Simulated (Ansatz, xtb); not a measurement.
**C4H7BO2: which of two isomers lies lower**

Structure X: `C=CC(=C)B(O)O`, a singlet. Structure Y: `C=C/C=C\B(O)O`, a singlet. Both are isolated molecules in the gas phase, relaxed with r2SCAN-D4/def2-SVP; the shapes shown needn't be the lowest conformers.

X (Å):

```xyz
14

C    -1.4260   -0.1339   -0.6462
C    -0.1668   -0.6080   -0.6313
C     0.9654   -0.0743   -1.3924
C     2.1794   -0.6676   -1.2801
B     0.8446    1.1897   -2.3338
O     0.0292    2.2295   -2.0032
O     1.5744    1.2941   -3.4884
H    -2.2074   -0.6080   -0.0457
H    -1.7001    0.7431   -1.2382
H     0.0567   -1.4848   -0.0061
H     2.3429   -1.5331   -0.6260
H     3.0609   -0.2917   -1.8126
H     0.0855    2.9332   -2.6650
H     2.0678    0.4868   -3.6787
```

Y (Å):

```xyz
14

C    -1.6866   -0.6717    0.7949
C    -0.3462   -0.7650    0.6912
C     0.3058   -1.5407   -0.3488
C     1.6423   -1.6959   -0.5355
B     2.8202   -1.1009    0.2920
O     2.5885   -0.2914    1.3785
O     4.0822   -1.4356   -0.1321
H    -2.1622   -0.0832    1.5845
H    -2.3471   -1.1858    0.0870
H     0.2981   -0.2449    1.4069
H    -0.3836   -2.0445   -1.0434
H     1.9404   -2.3261   -1.3836
H     3.3848    0.0246    1.8214
H     4.8013   -1.0605    0.3896
```

Quicker runs give these differences E(Y) − E(X): GFN2-xTB −3.61 kJ/mol; HF/STO-3G +4.22 kJ/mol (at GFN2-xTB geometries); r2SCAN-D4/def2-SVP//GFN2-xTB +2.72 kJ/mol.

Task: Estimate E(Y) − E(X) at the level CCSD(T)/def2-SVP + ΔMP2/def2-TZVPP.

Result: Too close to call at this level: CCSD(T)/def2-SVP + ΔMP2/def2-TZVPP gives E(Y) − E(X) = +5.24 kJ/mol.

Level by level:

| level | geometry | E(Y) − E(X) (kJ/mol) | departure from the last row (kJ/mol) | job, with rough time for the two |
| --- | --- | --- | --- | --- |
| GFN2-xTB | GFN2-xTB | −3.61 | −8.84 | optimisation, 0.33 s |
| HF/STO-3G | GFN2-xTB | +4.22 | −1.02 | single point, 0.32 s |
| r2SCAN-D4/def2-SVP//GFN2-xTB | GFN2-xTB | +2.72 | −2.51 | single point, 3.1 s |
| r2SCAN-D4/def2-SVP | r2SCAN-D4/def2-SVP | +3.75 | −1.49 | optimisation, 25 s |
| HF/def2-SVP | r2SCAN-D4/def2-SVP | +2.06 | −3.18 | part of the CCSD(T) run |
| MP2/def2-SVP | r2SCAN-D4/def2-SVP | +8.50 | +3.27 | part of the CCSD(T) run |
| CCSD(T)/def2-SVP | r2SCAN-D4/def2-SVP | +8.60 | +3.37 | single point |
| CCSD(T)/def2-SVP + ΔMP2/def2-TZVPP | r2SCAN-D4/def2-SVP | +5.24 |  | single point, 53 s |

As drawn, both hold the same kinds of bond in the same numbers.

GFN2-xTB puts the two in the other order. HF/def2-SVP finds them nearly level. The largest departure from CCSD(T)/def2-SVP + ΔMP2/def2-TZVPP is that of GFN2-xTB, 8.84 kJ/mol. The last row adds to CCSD(T) the change of the MP2 difference between the two basis sets, here −3.37 kJ/mol.

With thermal terms from frequencies at re-optimised GFN2-xTB minima (ideal gas, soft modes damped towards free rotors, one conformer each, 298.15 K, 1 atm): on the last row, ΔE + ΔZPE = +5.35, ΔH = +5.31, ΔG = +5.27 kJ/mol.

The correlated steps freeze 7 core orbitals. Codes used: Ansatz 0.2.0, xtb 6.7.1; the last row on 4 threads of Arm Neoverse V1 on a shared host.
